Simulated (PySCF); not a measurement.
BBr2, SMILES Br[B+]Br, charge +1.

Geometry: PBE-D3(BJ)/def2-TZVP.

Calculation: PBE-D3(BJ)/def2-TZVP run with PySCF.

Frequencies are harmonic and unscaled.

Modes within 1.5 cm⁻¹ of each other (mostly degenerate sets) share a row, with their intensities summed.

| mode | ν (cm⁻¹) | IR (km/mol) | moving atoms (share of kinetic energy) |
|---|---|---|---|
| 1–2 | 269 | 8.5 | B 94 % |
| 3 | 327 | 0.0 | Br 100 % |
| 4 | 1255 | 437.2 | B 94 % |
